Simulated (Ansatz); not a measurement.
Consider the cleavage of the Si–B bond: `COB([SiH3])Cl` + `[NH2][SnH]([OH])[F]` → `[NH2][SnH]([F])[O][SiH3]` + `COBCl`.

Gas-phase electronic energies from Ansatz, PBE0-D4/def2-TZVP geometries. CBS: MP2 limit from def2 TZ/QZ plus the TZ coupled-cluster correction, frozen cores. Functionals use def2-TZVPP. B3LYP here is the variant with VWN-RPA as its local correlation; programs differ in this. def2 core potentials past Kr. For Sn outer-core shells are correlated without core-valence functions, which leaves a few kJ/mol of doubt a bond. One conformer a species, not always the lowest.

`COB([SiH3])Cl`:

Z-matrix (Å, degrees):
```
C
O 1 1.419
H 1 1.090 2 108.1
H 1 1.091 2 108.2 3 -118.0
H 1 1.090 2 111.7 3 121.0
B 2 1.335 1 126.9 3 -123.8
Cl 6 1.782 2 121.4 1 0.0
Si 6 2.023 2 120.6 1 -180.0
H 8 1.489 6 109.6 2 -120.5
H 8 1.489 6 109.6 2 121.4
H 8 1.487 6 112.1 2 0.4
```

`[NH2][SnH]([OH])[F]`:

```xyz
8

N     0.947    0.863   -0.912
Sn   -0.534    0.106    0.183
O     0.334   -0.653    1.750
F    -1.340   -1.446   -0.635
H     0.676    1.235   -1.812
H     1.725    0.230   -1.039
H    -1.798    1.189    0.499
H    -0.011   -1.524    1.965
```

`[NH2][SnH]([F])[O][SiH3]`:

Z-matrix (Å, degrees):
```
Sn
F 1 1.923
O 1 1.935 2 103.4
N 1 1.996 2 110.3 3 113.6
H 1 1.688 2 107.9 3 -117.4
Si 3 1.635 1 135.5 2 58.8
H 4 1.012 1 114.4 2 63.7
H 4 1.013 1 112.9 2 -60.5
H 6 1.485 3 109.0 1 140.7
H 6 1.486 3 111.0 1 -99.0
H 6 1.493 3 110.6 1 21.3
```

`COBCl`:

Z-matrix (Å, degrees):
```
C
O 1 1.416
H 1 1.091 2 108.7
H 1 1.093 2 111.5 3 120.8
H 1 1.091 2 108.6 3 -118.4
B 2 1.334 1 121.8 3 -120.7
Cl 6 1.755 2 118.3 1 -180.0
H 6 1.195 2 122.7 1 0.0
```

Is it downhill or uphill in electronic energy at CCSD(T)/CBS, and by how much? (Estimate.)

Ansatz gave: Downhill: ΔE = -28.3 kcal/mol.

What do these levels give: B3LYP-D4, ωB97X-V, B2PLYP, B3LYP, HF/def2-TZVPP, MP2/def2-TZVPP, CCSD/def2-TZVPP, CCSD(T)/def2-TZVPP, HF/def2-QZVPP, MP2/def2-QZVPP, SCS-MP2/def2-QZVPP, MP2/CBS(def2)? (Estimate.)

The calculation gave: B3LYP-D4 -27.7, ωB97X-V -27.6, B2PLYP -29.0, B3LYP -28.0, HF/def2-TZVPP -35.5, MP2/def2-TZVPP -29.7, CCSD/def2-TZVPP -29.5, CCSD(T)/def2-TZVPP -28.4, HF/def2-QZVPP -36.2, MP2/def2-QZVPP -29.9, SCS-MP2/def2-QZVPP -31.0, MP2/CBS(def2) -29.6 kcal/mol.

Largest T1 diagnostic among the species: 0.014.

In def2-TZVPP, CCSD(T) changes the Hartree–Fock value by +7.1 kcal/mol (the triples alone add +1.1 kcal/mol) and MP2 by +5.8 kcal/mol. From PBE to PBE0 (25 % exact exchange), in def2-TZVPP and without D4, ΔE moves by −2.6 kcal/mol.
